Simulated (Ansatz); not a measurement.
One change: `OC1([SiH3])N=C1F` becomes `OC1(O)N=C1F`.

Ansatz, PBE0-D4/def2-TZVP geometries, multiplicity 1. Each molecule was computed in one conformer, which needn't be the lowest.

```json
{"property": "size of the dipole moment (ωB97M-V/def2-TZVPP) / D", "`OC1([SiH3])N=C1F`": "1.46"}
{"property": "HOMO–LUMO gap (B3LYP/def2-TZVPP) / eV", "`OC1([SiH3])N=C1F`": "6.87"}
{"property": "HOMO energy (PBE0/def2-TZVPP) / eV", "`OC1([SiH3])N=C1F`": "-7.92"}
{"property": "HOMO energy (PBE/def2-TZVPP) / eV", "`OC1([SiH3])N=C1F`": "-6.51"}
{"property": "size of the dipole moment (PBE/def2-TZVPP) / D", "`OC1([SiH3])N=C1F`": "1.46"}
{"property": "HOMO–LUMO gap (ωB97M-V/def2-TZVPP) / eV", "`OC1([SiH3])N=C1F`": "11.77"}
```

(1) Give the same properties after the change, and the shifts. (Best estimate.)

Results:

(1) The calculation gave: 
| property | `OC1(O)N=C1F` | shift |
| --- | --- | --- |
| size of the dipole moment (ωB97M-V/def2-TZVPP) / D | 1.88 | 0.42 |
| HOMO–LUMO gap (B3LYP/def2-TZVPP) / eV | 6.97 | 0.10 |
| HOMO energy (PBE0/def2-TZVPP) / eV | -7.78 | 0.14 |
| HOMO energy (PBE/def2-TZVPP) / eV | -6.33 | 0.18 |
| size of the dipole moment (PBE/def2-TZVPP) / D | 1.85 | 0.39 |
| HOMO–LUMO gap (ωB97M-V/def2-TZVPP) / eV | 12.14 | 0.37 |

With PBE0 the HOMO rises by 0.14 eV and the LUMO rises by 0.25 eV, so the gap widens by about 0.11 eV. PBE moves the HOMO by 0.18 eV and ωB97M-V by 0.10 eV. The zero-point energy changes by -25.5 kJ/mol with -6 modes. Dipoles are sizes alone; their direction can turn.

Positive LUMOs are unbound, so they and the gaps depend on the basis.

B3LYP here is the variant with VWN-RPA as its local correlation; programs differ in this.
